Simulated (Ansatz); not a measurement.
Species: [Ta(Cl)2(NH2)3] (charge 0, multiplicity 1).

Give a relaxed geometry from r2SCAN-D4/def2-SVP in Ansatz (a program for electronic structure).

One answer among several that fit: the end point of this relaxation, one of several conformers.
Cartesian coordinates (Å) in one orientation:
```xyz
12

Ta     0.375     0.400    -0.068
Cl     1.552     2.202     0.874
Cl     1.302     0.539    -2.272
N     -1.388     0.737    -0.905
H     -2.273     0.777    -0.407
H     -1.526     0.776    -1.913
N      0.978    -1.492    -0.058
H      1.271    -1.993    -0.895
H      0.992    -2.100     0.757
N     -0.464     0.056     1.710
H     -0.376     0.679     2.512
H     -1.043    -0.744     1.969
```
